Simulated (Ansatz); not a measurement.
A made-up structure of CH$_{3}$Zn (charge +1), singlet:

```
5
angstrom
C -0.0398 -0.9312 0.3008
Zn 0.0536 1.2554 -0.4058
H -0.1057 -1.9042 -0.4462
H -0.0307 -1.2855 1.4771
H 0.1226 2.8655 -0.9259
```

It is relaxed with PBE-D4/def2-SVP and then PBE0-D4/def2-TZVP (Ansatz 0.2.0). Atoms count as bonded within 1.22 times the sum of their covalent radii (H–H: 0.88 Å). The end point is not checked to be a true minimum.

Q: Does its bonding change? (Judge from chemistry; the calculation decides.)

A: Computed: No: no bond forms or breaks.

Where it ends: The first stage lowers the energy by 0.69 eV in 14 steps. It ends as CH₃Zn ([CH2][ZnH]), total charge +1:
```
atom    x (Å)    y (Å)    z (Å)
  C1  -0.0342  -0.8314   0.2686
 Zn2   0.0456   1.1210  -0.3622
  H3  -0.0918  -1.7002  -0.3985
  H4  -0.0249  -1.1481   1.3188
  H5   0.1053   2.5586  -0.8267
```

Labels in which every atom is bracketed show which atoms are joined, not bond orders.

For scale, one of the runs: PBE0-D4/def2-TZVP relaxation, 97 basis functions, launched by `ansatz run in.yaml --threads 2 --pin off --events-out ev --progress --plain --max-ram 4352MiB`. The run took about 6.5 s on 2 CPU threads of an Intel Xeon 6975P-C (shared host).
